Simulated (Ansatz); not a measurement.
A run for Ansatz (an electronic-structure program): R-PBE/def2-TZVPP on H3O3Re (SMILES [OH][Re]([OH])[OH]), 2S+1 = 1, a spin state set in the input, which need not be the lowest. Elements past Kr take the def2 small-core potentials; no spin–orbit coupling.

Ansatz 0.2 input:
```yaml
crystal:
  periodic: [false, false, false]
  atoms:
    - {symbol: Re, position_ang: [-0.07430379, 0.11719427, -0.11183547]}
    - {symbol: O, position_ang: [-1.10905516, -1.40977474, -0.30472646]}
    - {symbol: H, position_ang: [-1.73295471, -1.56515540, 0.42662877]}
    - {symbol: O, position_ang: [0.14402220, 1.74086067, -0.89773061]}
    - {symbol: H, position_ang: [-0.18594202, 2.27990570, -1.62053570]}
    - {symbol: O, position_ang: [1.05556017, -0.33915125, 1.32003122]}
    - {symbol: H, position_ang: [1.80066538, -0.89948279, 1.03898001]}
basis:
  gaussian:
    orbitals: def2-TZVPP
hamiltonian:
  xc: {name: PBE}
```

The head of its log:

```
WARN ansatz: RAYON_NUM_THREADS=4 ignored (pool sized by the plan → 4); use --threads N
Functional definition: PBE
integrals: 0.09 GiB planned
970 factors; their error is unknown
mean field: 0.70 GiB planned
mean field evaluation 1: about -8303.4254 eV, gradient 9.9e1 eV
mean field evaluation 2: about -8162.9674 eV, gradient 2.7e2 eV
```

Question: What total energy does the run end on?

Answer: -305.7161 hartree.
